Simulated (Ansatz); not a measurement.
Basis-set extrapolation for `OCN[SiH2]F` (PBE0-D4/def2-TZVP geometry, frozen core, Ansatz). Multiplicity 1, RHF reference.

|  | def2-TZVPP | def2-QZVPP |
| --- | --- | --- |
| HF | -559.267585 | -559.290218 |
| MP2 correlation | -0.996011 | -1.076177 |
| CCSD(T) correlation | -1.063288 | not run |

Energies in hartree. Use E(X) = E(∞) + A·exp(−7.88·√X) for Hartree–Fock and E(X) = E(∞) + B·X^(−2.97) for correlation, with X = 3 and 4, and add CCSD(T) minus MP2 of the smaller set to the MP2 limit.

Q: What is the CCSD(T) energy at the basis-set limit?

A: HF limit: -559.290218 + (-0.022633) × 0.13774 = -559.29334. MP2 limit: -1.076177 + (-0.080166) × 0.74074 = -1.13556. Higher-order term: -1.063288 − (-0.996011) = -0.06728. Total: -560.49618 hartree, 434.0 kJ/mol below CCSD(T)/def2-TZVPP.
